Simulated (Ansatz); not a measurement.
System: CH₄Si, charge 1, multiplicity 2. 
Coordinates optimised at B3LYP-D3(BJ)/def2-TZVP (Ansatz, a program for electronic structure):
```xyz
6

C     -1.2075    -0.0548    -0.0300
Si     0.5853     0.0265     0.0145
H     -1.8223     0.8390    -0.0771
H     -1.7405    -1.0005    -0.0114
H      1.3633    -1.2137     0.0779
H      1.2501     1.3322    -0.0130
```
Charge +1, spin multiplicity 2.

Basis-set convergence of Hartree-Fock and CCSD(T) correlation energies (hartree) with Ansatz. Valence correlation only, unless marked. Open shells are spin-unrestricted. No spin-orbit coupling. Non-relativistic.

```
basis        functions       E(HF)  E(corr, CCSD(T))
-----------  ---------  ----------  ----------------
cc-pV(D+d)Z         57  -328.80371          -0.23601
cc-pV(T+d)Z        125         ___               ___
```

What belongs in the gaps?


- cc-pV(T+d)Z, E(HF): -328.82778
- cc-pV(T+d)Z, E(corr, CCSD(T)): -0.28187
